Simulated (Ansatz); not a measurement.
Cu₄. Charge 0, multiplicity 3. Geometry r2SCAN-D4/def2-SVPD, that of the charge -1 doublet.

Cartesian coordinates in Å:
```
Cu -1.327 1.364 0.567
Cu 1.327 -1.364 -0.566
Cu 0.255 -0.220 1.127
Cu -0.255 0.220 -1.127
```

At PBE0-D4/def2-TZVPD a singlet of charge 0 lies 0.63 eV below the triplet at the same geometry. The structure comes from a short search, and lower isomers may exist.

Problem. Estimate the α-spin orbital energies around the gap (eV) in Ansatz with PBE-D4/def2-TZVPD, r2SCAN-D4/def2-TZVPD, PBE0-D4/def2-TZVPD.

Solution. 
| orbital | PBE-D4/def2-TZVPD | r2SCAN-D4/def2-TZVPD | PBE0-D4/def2-TZVPD |
| --- | --- | --- | --- |
| HOMO−5 | -5.65 | -5.70 | -7.35 |
| HOMO−4 | -5.59 | -5.63 | -7.34 |
| HOMO−3 | -5.55 | -5.58 | -7.34 |
| HOMO−2 | -5.42 | -5.44 | -7.02 |
| HOMO−1 | -4.96 | -5.02 | -5.46 |
| HOMO | -3.90 | -4.07 | -4.26 |
| LUMO | -2.68 | -2.48 | -1.84 |
| LUMO+1 | -2.29 | -2.14 | -1.60 |
| LUMO+2 | -1.58 | -1.57 | -0.98 |
| LUMO+3 | -1.25 | -1.10 | -0.57 |
| LUMO+4 | -0.70 | -0.36 | 0.01 |
| LUMO+5 | -0.49 | -0.17 | 0.14 |
| β HOMO | -5.27 | -5.29 | -6.88 |
| β LUMO | -4.45 | -4.17 | -3.44 |
